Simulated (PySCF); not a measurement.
**Polarisability and C₆ of Cd (cadmium, neutral)**

[Kr] 4d10 5s2, closed-shell 1S. Computed with PySCF 2.14 in def2-QZVPPD with the def2 core potential (28 electrons) (7s5p4d4f2g, 88 functions), with a scalar-relativistic core potential. Coupled (time-dependent) response in atomic units; α is the mean over directions.

```
 method  mean α (bohr³)  C₆ (like pair)  S(−4)
    UHF           63.43           610.1   1992
    PBE           46.59           417.5   1002
   PBE0           49.60           449.7   1153
    M06           42.70           355.5  932.9
wB97M-V           52.53           476.5   1361
```

S(−4) is the Cauchy moment in α(ω) = α(0) + S(−4) ω² + …

Reference α: 46 ± 2 bohr³ (recommended; Schwerdtfeger and Nagle, table of static dipole polarizabilities (2023 update)). Published C₆: 405.0 (Gould and Bucko (2016)).

Hartree-Fock lies above the reference because it lacks correlation, which contracts the outer shell.

α(iu) at wB97M-V:

| u (hartree) | α(iu) (bohr³) |
| --- | --- |
| 0 | 52.53 |
| 0.0500 | 49.37 |
| 0.100 | 42.07 |
| 0.200 | 27.70 |
| 0.300 | 18.97 |
| 0.500 | 10.99 |
| 0.750 | 7.030 |
| 1.00 | 5.102 |
| 1.50 | 3.189 |
| 2.00 | 2.229 |
| 3.00 | 1.274 |
| 5.00 | 0.5696 |

A single London oscillator, α(iu) = α/(1 + u²/ω²), gives C₆ = (3/4) ω α². Matching the computed C₆ needs ω = 4 × 476.5 / (3 × 52.53²) = 0.230 hartree.

Energies and moments cover only the electrons outside the core potential.
